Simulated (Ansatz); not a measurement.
Gas-phase electronic energies from Ansatz, PBE0-D4/def2-TZVP geometries. CBS: MP2 limit from def2 TZ/QZ plus the TZ coupled-cluster correction, frozen cores. Double bonds are as drawn, so ΔE can hold a change between cis and trans. DFT in def2-TZVPP. B3LYP here is the variant with VWN-RPA as its local correlation; programs differ in this. Each species was taken in one conformer, which may not be the lowest.

Consider the redistribution: `N[SiH2]C[SiH](N)F` + `B/C=C/CF` → `B/C=C\[SiH](N)F` + `N[SiH2]CCF`.

```tsv
level	ΔE (kJ/mol)	difference from CCSD(T)/CBS
PBE-D4	50.7	6.7
r2SCAN-D4	51.8	7.8
PBE0-D4	51.3	7.3
B3LYP-D4	47.9	3.9
ωB97X-V	46.7	2.7
ωB97M-V	48.2	4.2
B2PLYP	45.1	1.1
PBE	48.1	4.1
r2SCAN	51.0	7.0
PBE0	48.9	4.9
B3LYP	43.8	-0.2
HF/def2-TZVPP	39.8	-4.2
MP2/def2-TZVPP	48.1	4.1
SCS-MP2/def2-TZVPP	43.4	-0.6
CCSD/def2-TZVPP	44.0	0.0
CCSD(T)/def2-TZVPP	45.1	1.1
HF/def2-QZVPP	38.9	-5.1
MP2/def2-QZVPP	47.2	3.2
SCS-MP2/def2-QZVPP	42.4	-1.6
HF/CBS(def2)	38.8	-5.2
MP2/CBS(def2)	47.1	3.1
CCSD/CBS(def2)	43.0	-1.0
CCSD(T)/CBS	44.0	0
```

Largest T1 diagnostic among the species: 0.011.

In def2-TZVPP, CCSD(T) changes the Hartree–Fock value by +5.3 kJ/mol (the triples alone add +1.0 kJ/mol) and MP2 by +8.3 kJ/mol. The D4 term adds +4.1 kJ/mol with B3LYP and +2.4 kJ/mol with PBE0; it sums over pairs of atoms, weighted by their polarisabilities, and B3LYP, whose exchange is more repulsive, gets the larger term.
